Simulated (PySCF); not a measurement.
## Electron correlation in W⁺ (tungsten, charge +1)

[Xe] 4f14 5d4 6s1, high-spin 6D determinant. All numbers are calculated (PySCF 2.14, scalar relativity through the core potential, in def2-QZVPPD with the def2 core potential (60 electrons)). Frozen: 5s2 5p6; 5 electrons correlated.

MP2 pair energies summed by pair of shells (mhartree):

```json
{"pair": "5d-5d", "energy": "-33.09", "share (%)": "65.1"}
{"pair": "5d-6s", "energy": "-17.73", "share (%)": "34.9"}
```

Total MP2 correlation energy: -50.82 mhartree.

Same-spin part -50.82 and opposite-spin part 0.00 mhartree; SCS-MP2 scales them by 1/3 and 6/5 to -16.94 mhartree.
